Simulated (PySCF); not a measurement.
# The first ionisation energy along the 3d series

All values are computed (PySCF 2.14, energy differences of UHF-based or UKS calculations, no spin-orbit coupling). Values in eV. The last column holds reference values (NIST; (s) semi-empirical, (t) theoretical, else measured). Unmarked ones compare directly (S terms, centres of terms, or small fine structure); those marked * lie between the lowest fine-structure levels and include a spin-orbit shift.

```json
{"element": "Sc (x2c-SVPall, spin-free X2C)", "configurations": "[Ar] 3d1 4s2 → [Ar] 3d1 4s1", "UHF": "5.406", "MP2 (valence)": "6.006", "SCS-MP2 (valence)": "6.123", "reference": "6.562"}
{"element": "Ti (x2c-SVPall, spin-free X2C)", "configurations": "[Ar] 3d2 4s2 → [Ar] 3d2 4s1", "UHF": "5.570", "MP2 (valence)": "6.223", "SCS-MP2 (valence)": "6.348", "reference": "6.828"}
{"element": "V (x2c-SVPall, spin-free X2C)", "configurations": "[Ar] 3d3 4s2 → [Ar] 3d4", "UHF": "6.168", "MP2 (valence)": "6.374", "SCS-MP2 (valence)": "6.820", "reference": "6.732"}
{"element": "Cr (x2c-SVPall, spin-free X2C)", "configurations": "[Ar] 3d5 4s1 → [Ar] 3d5", "UHF": "6.029", "MP2 (valence)": "6.327", "SCS-MP2 (valence)": "6.128", "reference": "6.767"}
{"element": "Mn (x2c-SVPall, spin-free X2C)", "configurations": "[Ar] 3d5 4s2 → [Ar] 3d5 4s1", "UHF": "6.031", "MP2 (valence)": "6.763", "SCS-MP2 (valence)": "6.888", "reference": "7.434"}
{"element": "Fe (x2c-SVPall, spin-free X2C)", "configurations": "[Ar] 3d6 4s2 → [Ar] 3d6 4s1", "UHF": "6.434", "MP2 (valence)": "7.221", "SCS-MP2 (valence)": "7.342", "reference": "7.904"}
{"element": "Co (x2c-SVPall, spin-free X2C)", "configurations": "[Ar] 3d7 4s2 → [Ar] 3d8", "UHF": "8.245", "MP2 (valence)": "7.172", "SCS-MP2 (valence)": "7.354", "reference": "7.869"}
{"element": "Ni (x2c-SVPall, spin-free X2C)", "configurations": "[Ar] 3d8 4s2 → [Ar] 3d9", "UHF": "8.167", "MP2 (valence)": "6.702", "SCS-MP2 (valence)": "7.012", "reference": "7.640 *"}
{"element": "Cu (x2c-SVPall, spin-free X2C)", "configurations": "[Ar] 3d10 4s1 → [Ar] 3d10", "UHF": "6.561", "MP2 (valence)": "7.149", "SCS-MP2 (valence)": "7.070", "reference": "7.726"}
{"element": "Zn (x2c-SVPall, spin-free X2C)", "configurations": "[Ar] 3d10 4s2 → [Ar] 3d10 4s1", "UHF": "7.787", "MP2 (valence)": "8.744", "SCS-MP2 (valence)": "8.800", "reference": "9.394"}
```

```
           method  elements  mean error (eV)  mean absolute error (eV)  largest error (eV)
              UHF         9           -0.998                     1.082              -1.607
    MP2 (valence)         9           -0.582                     0.582              -0.697
SCS-MP2 (valence)         9           -0.483                     0.502              -0.656
```

Errors include the incompleteness of the basis and the frozen core.

"Valence" correlates the outer s and p shells and, in groups 3 to 12 and the f block, the outer d or f shell, open or full, or the next shell where the ion has no valence electron left; the wider scheme adds the next inner shell.
